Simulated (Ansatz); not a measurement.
CH$_{4}$BClOS, SMILES `SCOBCl`. The species carries charge 0 and has multiplicity 1. The structure was optimised at the PBE0-D4/def2-TZVP level. It is one conformer, not always the lowest.

```xyz
9

S    -1.624   -0.401   -1.215
C    -0.688    0.602   -0.050
O     0.696    0.324   -0.051
B     1.209   -0.607    0.768
Cl    2.925   -0.935    0.672
H    -1.124    0.160   -2.328
H    -0.805    1.658   -0.285
H    -1.131    0.398    0.928
H     0.542   -1.199    1.562
```

What is the dipole moment at ωB97M-V/def2-TZVPP? (Estimate.)

The calculation gave: 2.03 D, with components (-1.57, 1.29, 0.06) D in this frame, pointing from negative to positive charge.

And with PBE, r2SCAN, B3LYP? (Best estimate.)

Computed: PBE 1.95 D, r2SCAN 1.99 D, B3LYP 2.01 D.

Give the Mulliken charges with ωB97M-V, r2SCAN, PBE in def2-TZVPP. (An estimate is asked.)

Ansatz gave: 
```tsv
atom	ωB97M-V	r2SCAN	PBE
S1	-0.13	-0.16	-0.16
C2	-0.07	0.10	0.00
O3	-0.23	-0.25	-0.16
B4	0.11	0.21	0.13
Cl5	-0.12	-0.15	-0.14
H6	0.11	0.10	0.11
H7	0.15	0.09	0.13
H8	0.12	0.08	0.10
H9	0.05	-0.02	-0.01
```

B3LYP here is the variant with VWN-RPA as its local correlation; programs differ in this.
